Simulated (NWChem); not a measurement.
System: CH$_{6}$SSiTe; SMILES CS[Te][SiH3]

Here is an NWChem input.

```
start job
memory heap 200 mb stack 900 mb global 1100 mb
geometry units angstroms noautoz
  Te     0.807141    -0.436078    -0.006473
  S     -0.261596     1.660893     0.677163
  C     -0.796921     2.369226    -0.921674
  H      0.064841     2.595099    -1.578103
  H     -1.314883     3.316273    -0.664972
  H     -1.509262     1.701606    -1.444155
  Si    -1.431072    -1.605132     0.053455
  H     -2.393296    -0.877307    -0.844420
  H     -1.974486    -1.633720     1.452998
  H     -1.246915    -3.013034    -0.449903
end
basis spherical
  * library def2-svp
end
ecp
  Te library def2-ecp
end
dft
  xc optx lyp
  iterations 150
  mulliken
end
task dft energy
```

Excerpt of the output:

```
             Northwest Computational Chemistry Package (NWChem) 7.3.0
             --------------------------------------------------------

 C1  symmetry detected

                             Geometry "geometry" -> ""
                             -------------------------

 Output coordinates in angstroms (scale by  1.889725989 to convert to a.u.)

  No.       Tag          Charge          X              Y              Z
 ---- ---------------- ---------- -------------- -------------- --------------
    1 Te                  52.0000     0.71379589    -0.48417051    -0.04001974
    2 S                   16.0000    -0.13586686     1.70507898     0.66148167
    3 C                    6.0000    -0.61836427     2.46800650    -0.92902961
    4 H                    1.0000     0.25342820     2.61059470    -1.59551132
    5 H                    1.0000    -1.03784047     3.46036848    -0.66382027
    6 H                    1.0000    -1.39897309     1.87523821    -1.44420743
    7 Si                  14.0000    -1.62737770    -1.42840742     0.04482665
    8 H                    1.0000    -2.52433667    -0.60666534    -0.83947439
    9 H                    1.0000    -2.15408951    -1.40843986     1.45088946
   10 H                    1.0000    -1.58823156    -2.84582876    -0.46395174

 Effective nuclear repulsion energy (a.u.)     550.1541498973

                                 NWChem DFT Module
                                 -----------------

 Summary of "ao basis" -> "ao basis" (spherical)
 ------------------------------------------------------------------------------
       Tag                 Description            Shells   Functions and Types
 ---------------- ------------------------------  ------  ---------------------
 Te                         def2-svp                10       26   4s4p2d
 S                          def2-svp                 8       18   4s3p1d
 C                          def2-svp                 6       14   3s2p1d
 H                          def2-svp                 3        5   2s1p
 Si                         def2-svp                 8       18   4s3p1d

            General Information
            -------------------
          SCF calculation type: DFT
          Wavefunction type:  closed shell.
          No. of atoms     :    10
          No. of electrons :    66
           Alpha electrons :    33
            Beta electrons :    33
          Charge           :     0
          Spin multiplicity:     1
          Use of symmetry is: off; symmetry adaption is: off
          Maximum number of iterations: 150
          AO basis - number of functions:   106
                     number of shells:    50
          Convergence on energy requested:  1.00D-06
          Convergence on density requested:  1.00D-05
          Convergence on gradient requested:  5.00D-04

              XC Information
              --------------
                        Slater Exchange Functional  1.052 local
                      OPTX     Exchange Functional  1.432 non-local
              Lee-Yang-Parr Correlation Functional  1.000

             Grid Information
             ----------------
          Grid used for XC integration:  medium
          Radial quadrature: Mura-Knowles
          Angular quadrature: Lebedev.
          Tag              B.-S. Rad. Rad. Pts. Rad. Cut. Ang. Pts.
          ---              ---------- --------- --------- ---------
          Te                  1.40      123          11.0       590
          S                   1.00       88          12.0       590
          C                   0.70       49          13.0       434
          H                   0.35       45          14.0       434
          Si                  1.10       88          12.0       590
          Grid pruning is: on
          Number of quadrature shells:   618
          Spatial weights used:  Erf1

      Superposition of Atomic Density Guess
      -------------------------------------

 Sum of atomic energies:       -1037.93006577

      Non-variational initial energy
      ------------------------------

 Total energy =    -994.887023
 1-e energy   =   -2107.483286
 2-e energy   =     792.984760
 HOMO         =      -0.241873
 LUMO         =      -0.045259

     ---------------------------------------------
      Total Density - Mulliken Population Analysis
     ---------------------------------------------

    Atom       Charge   Shell Charges
 -----------   ------   -------------------------------------------------------
    1 Te  24    24.06   1.77  0.27  1.20  0.66  2.88  3.15  2.03  2.03  9.84  0.22
    2 S   16    16.24   2.00  1.99  1.20  0.68  5.94  1.68  2.69  0.05
    3 C    6     6.22   1.99  0.95  0.26  1.92  1.09  0.02
    4 H    1     0.89   0.67  0.19  0.02
    5 H    1     0.88   0.66  0.20  0.02
    6 H    1     0.89   0.67  0.20  0.02
    7 Si  14    13.62   2.00  1.99  1.01  0.30  5.94  1.07  1.21  0.11
    8 H    1     1.06   0.69  0.36  0.01
    9 H    1     1.06   0.69  0.36  0.01
   10 H    1     1.07   0.69  0.37  0.01

   convergence    iter        energy       DeltaE   RMS-Dens  Diis-err
 ---------------- ----- ----------------- --------- --------- ---------
 d= 0,ls=0.0,diis     1   -997.3907445667 -1.32D+03  1.08D-02  3.14D-01
 d= 0,ls=0.0,diis     2   -997.4058941950 -1.51D-02  6.16D-03  1.72D-01
 d= 0,ls=0.0,diis     3   -997.4300658888 -2.42D-02  2.52D-03  4.79D-02
 d= 0,ls=0.0,diis     4   -997.4375251990 -7.46D-03  8.57D-04  5.30D-03
 d= 0,ls=0.0,diis     5   -997.4383535071 -8.28D-04  2.55D-04  2.90D-04
  Resetting Diis
 d= 0,ls=0.0,diis     6   -997.4384001108 -4.66D-05  1.05D-04  6.14D-05
 d= 0,ls=0.0,diis     7   -997.4384113495 -1.12D-05  6.28D-05  4.65D-06
 d= 0,ls=0.0,diis     8   -997.4384091035  2.25D-06  4.44D-05  1.68D-05
 d= 0,ls=0.0,diis     9   -997.4384121530 -3.05D-06  6.76D-06  2.97D-07
 d= 0,ls=0.0,diis    10   -997.4384122084 -5.54D-08  1.50D-06  2.03D-08

         Total DFT energy =     -997.438412208385
      One electron energy =    -2110.840310540057
           Coulomb energy =      869.080558599717
    Exchange-Corr. energy =      -75.290163554848
 Nuclear repulsion energy =      319.611503286803

 Numeric. integr. density =       65.999996668230

                       DFT Final Molecular Orbital Analysis
                       ------------------------------------

 Vector   31  Occ=2.000000D+00  E=-2.690314D-01
              MO Center=  3.4D-02,  6.3D-01,  2.0D-01, r^2= 4.8D+00
   Bfn.  Coefficient  Atom+Function         Bfn.  Coefficient  Atom+Function
  ----- ------------  ---------------      ----- ------------  ---------------
    11      0.313621   1 Te px               38      0.272050   2 S  py
    39      0.264777   2 S  pz               14      0.227305   1 Te px
    12     -0.225092   1 Te py               35      0.217849   2 S  py
    36      0.200202   2 S  pz                3      0.161778   1 Te s
    29      0.143591   2 S  s                15     -0.136077   1 Te py

 Vector   32  Occ=2.000000D+00  E=-1.974423D-01
              MO Center= -1.1D-01,  1.2D+00,  3.8D-01, r^2= 3.5D+00
   Bfn.  Coefficient  Atom+Function         Bfn.  Coefficient  Atom+Function
  ----- ------------  ---------------      ----- ------------  ---------------
    37      0.541407   2 S  px               34      0.380131   2 S  px
    38      0.240123   2 S  py               31      0.213827   2 S  px
    11     -0.173887   1 Te px               35      0.153997   2 S  py
    13     -0.145902   1 Te pz               16     -0.124595   1 Te pz
    59     -0.119552   4 H  s                14     -0.118003   1 Te px

 Vector   33  Occ=2.000000D+00  E=-1.919119D-01
              MO Center=  4.2D-01, -2.4D-01,  8.0D-03, r^2= 3.4D+00
   Bfn.  Coefficient  Atom+Function         Bfn.  Coefficient  Atom+Function
  ----- ------------  ---------------      ----- ------------  ---------------
    13      0.542374   1 Te pz               16      0.492719   1 Te pz
    10     -0.211467   1 Te pz               37      0.181051   2 S  px
     7     -0.164912   1 Te pz               47      0.139064   3 C  s
    12     -0.130135   1 Te py               30     -0.121678   2 S  s
    34      0.114321   2 S  px               15     -0.107107   1 Te py

 Vector   34  Occ=0.000000D+00  E=-8.749680D-02
              MO Center=  3.3D-01,  1.9D-01,  1.4D-01, r^2= 4.3D+00
   Bfn.  Coefficient  Atom+Function         Bfn.  Coefficient  Atom+Function
  ----- ------------  ---------------      ----- ------------  ---------------
    15      0.623301   1 Te py               38      0.538167   2 S  py
    12      0.434010   1 Te py               30     -0.304366   2 S  s
    35      0.277879   2 S  py               37     -0.218129   2 S  px
    39      0.216269   2 S  pz                3      0.199495   1 Te s
    16      0.183782   1 Te pz               29     -0.180091   2 S  s

 Vector   35  Occ=0.000000D+00  E=-3.345455D-02
              MO Center= -4.8D-01, -8.6D-01,  2.7D-02, r^2= 5.3D+00
   Bfn.  Coefficient  Atom+Function         Bfn.  Coefficient  Atom+Function
  ----- ------------  ---------------      ----- ------------  ---------------
    14      0.845480   1 Te px               84      0.785596   7 Si px
    77      0.696308   7 Si s                 4     -0.549420   1 Te s
    85      0.388503   7 Si py               76      0.366325   7 Si s
    11      0.351930   1 Te px                3     -0.300105   1 Te s
    81      0.249200   7 Si px               15      0.192996   1 Te py

 Vector   36  Occ=0.000000D+00  E= 1.110730D-02
              MO Center= -8.8D-01,  9.3D-01, -3.8D-01, r^2= 7.2D+00
   Bfn.  Coefficient  Atom+Function         Bfn.  Coefficient  Atom+Function
  ----- ------------  ---------------      ----- ------------  ---------------
    47      1.720866   3 C  s                86     -0.749351   7 Si pz
    93     -0.647836   8 H  s                70     -0.630648   6 H  s
    65     -0.607447   5 H  s                39      0.598460   2 S  pz
    30     -0.584772   2 S  s                60     -0.555659   4 H  s
    98      0.449245   9 H  s                38     -0.266181   2 S  py

     ---------------------------------------------
      Total Density - Mulliken Population Analysis
     ---------------------------------------------

    Atom       Charge   Shell Charges
 -----------   ------   -------------------------------------------------------
    1 Te  24    24.03   1.77  0.28  1.38  0.51  2.89  3.15  2.19  1.77  9.81  0.29
    2 S   16    16.21   2.00  1.99  1.28  0.67  5.93  1.78  2.50  0.07
    3 C    6     6.07   1.99  0.94  0.18  2.06  0.89  0.02
    4 H    1     0.94   0.74  0.18  0.02
    5 H    1     0.94   0.74  0.18  0.02
    6 H    1     0.93   0.74  0.17  0.02
    7 Si  14    13.72   2.00  1.98  1.10  0.21  5.93  1.29  1.07  0.14
    8 H    1     1.06   0.74  0.30  0.01
    9 H    1     1.05   0.74  0.30  0.01
   10 H    1     1.06   0.74  0.32  0.01

     -------------------------------------------
      Total Density - Lowdin Population Analysis
     -------------------------------------------

    Atom       Charge   Shell Charges
 -----------   ------   -------------------------------------------------------
    1 Te  24    24.00   1.23  0.75  1.07  0.75  2.74  3.18  2.11  2.02  9.56  0.59
    2 S   16    15.94   2.00  1.96  1.02  0.70  5.81  1.88  2.49  0.08
    3 C    6     6.16   1.97  0.62  0.34  1.84  1.33  0.07
    4 H    1     0.98   0.64  0.27  0.07
    5 H    1     0.97   0.64  0.26  0.07
    6 H    1     0.98   0.64  0.26  0.07
    7 Si  14    13.72   2.00  1.94  0.72  0.38  5.82  1.29  1.35  0.23
    8 H    1     1.09   0.64  0.42  0.03
    9 H    1     1.08   0.64  0.41  0.03
   10 H    1     1.09   0.64  0.42  0.03

     Multipole analysis of the density
     ---------------------------------

     L   x y z        total         alpha         beta         nuclear
     -   - - -        -----         -----         ----         -------
     0   0 0 0      0.000000    -33.000000    -33.000000     66.000000

     1   1 0 0     -0.182514     18.793044     18.793044    -37.768602
     1   0 1 0      0.015005    -12.801792    -12.801792     25.618588
     1   0 0 1     -0.525030     -1.321284     -1.321284      2.117537

     2   2 0 0    -45.086210   -144.902139   -144.902139    244.718068
     2   1 1 0     -0.947908    -27.110719    -27.110719     53.273530
     2   1 0 1      0.035258     -4.156318     -4.156318      8.347895
     2   0 2 0    -42.835108   -289.265913   -289.265913    535.696717
     2   0 1 1     -1.639987      9.048393      9.048393    -19.736773
     2   0 0 2    -47.046453    -59.846613    -59.846613     72.646773
```

Level: OLYP/def2-SVP with def2 effective core potentials on Te. Structure relaxed at the PBE-D3(BJ)/def2-SVP level. No frequency run checked for a minimum. def2 effective core potentials on Te; no spin-orbit coupling.
